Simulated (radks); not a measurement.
Problem. Species: Te III. Configuration: [Kr] 4d10 5s2 5p2. Calculated with a radial shooting solver on a logarithmic mesh with Libxc functionals: Dirac Kohn-Sham, PBE, spin-unpolarised, spherical densities, finite nucleus; open shells fill j = l - 1/2 first; Fermi nuclear charge, rms radius 4.7423 fm.

Spin-orbit splittings of the eigenvalues, e(l+1/2) - e(l-1/2), with zeta = 2 splitting/(2l+1) and mean radii in bohr:

| shell | occ. | splitting (eV) | zeta (eV) | <r> j=l-1/2 | <r> j=l+1/2 |
|---|---|---|---|---|---|
| 2p | 6 | 274.5 | 183.0 | 0.1008 | 0.1064 |
| 3p | 6 | ? | ? | 0.3122 | 0.3236 |
| 3d | 10 | 10.70 | 4.279 | 0.2947 | 0.2983 |
| 4p | 6 | 9.717 | 6.478 | 0.8014 | 0.8299 |
| 4d | 10 | 1.473 | 0.5892 | 0.9616 | 0.9736 |
| 5p | 2 | 1.063 | 0.7087 | 2.293 | 2.375 |

Estimate the 3p splitting.

Solution. 51.16 eV (zeta = 34.11 eV).
